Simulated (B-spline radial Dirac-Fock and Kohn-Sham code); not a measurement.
# How the settings move the core levels of Pt

ΔSCF core binding energies without Breit or QED terms, calculated with a radial finite-basis atomic code. Keys: rel is the Hamiltonian (dirac, or spin-free x2c and nr, where L3 and M5 stand for the whole 2p and 3d shells), method is hf or an exchange,correlation pair (spin-unpolarised, also for the hole states), nuc the nuclear model, radius_factor scales its radius, rmax is the box in bohr, h the logarithmic mesh step, order the B-spline order, points the quadrature points per cell, c_factor scales the speed of light, and damp, ndamp, maxit and tol steer the iteration. The run stops when the commutator error falls below 10·tol·max(1, Z/10), or the numerical noise floor, and the energy has settled to about 1e-8 Ha; the virial ratio is −V/T.

Base input:

```json
{"items": [{"Z": 78, "q": 0, "cfg": [[1, 0, 2], [2, 0, 2], [2, 1, 6], [3, 0, 2], [3, 1, 6], [3, 2, 10], [4, 0, 2], [4, 1, 6], [4, 2, 10], [4, 3, 14], [5, 0, 2], [5, 1, 6], [5, 2, 9], [6, 0, 1]], "A": 195, "rrms": 5.427, "do": "settings", "holes": ["K", "L3", "M5"],
  "settings": [{"rel": "dirac", "method": "hf", "nuc": "fermi", "radius_factor": 1.0, "rmax": 45.0, "h": 0.3, "order": 8, "points": 10, "c_factor": 1.0, "maxit": 60, "damp": 0.5, "ndamp": 3, "tol": 1e-08}]}]}
```

The ground state converged in 12 iterations, with total energy -18434.87710 Ha, virial ratio 1.87485 and highest orbital energy -7.73 eV. ΔSCF binding energies: K (1s) 78814.8 eV, L3 (2p3/2) 11604.5 eV. Holes are computed only in closed shells, and unreliable hole states are left out.

Changes from the base run:

```
                                changed setting  Δ total energy (Ha)  Δ K (eV)  Δ L3 (eV)  iterations
                                     damp = 0.2              0.00000      0.00       0.00          12
   method = "b88,lyp"; damp = 0.2; tol = 0.0001             -9.01637    +62.22     -40.46          12
                                   tol = 0.0001              0.00000      0.00       0.00          10
                                     rel = "nr"                    ?         ?          ?           ?
                                 nuc = "sphere"             +0.00707     -0.08       0.00          12
                                 c_factor = 0.9           -326.19404  +2144.24      +9.59          12
nuc = "sphere"; radius_factor = 1.2; damp = 0.2             +1.34322    -14.80      +0.09          12
                                     rel = "nr"          +1103.81166  -7165.53     -68.11          10
                                    tol = 1e-06              0.00000      0.00       0.00          10
        rmax = 80.0; c_factor = 0.9; damp = 0.8           -326.19404  +2144.24      +9.59          12
                                                             0.00000      0.00       0.00          12
                                     damp = 0.8              0.00000      0.00       0.00          12
         nuc = "gauss"; damp = 0.8; tol = 1e-06             -0.02939     +0.32       0.00          10
                                        h = 0.5             +0.54693     +0.01       0.00          12
                              method = "wc,pbe"             -6.77423    +47.42     -41.57          11
```

Task: What does the change rel = "nr" do?

Result: The total energy moves by +1103.81166 Ha and the binding energies by K -7165.53 eV, L3 -68.11 eV; the run takes 10 iterations.
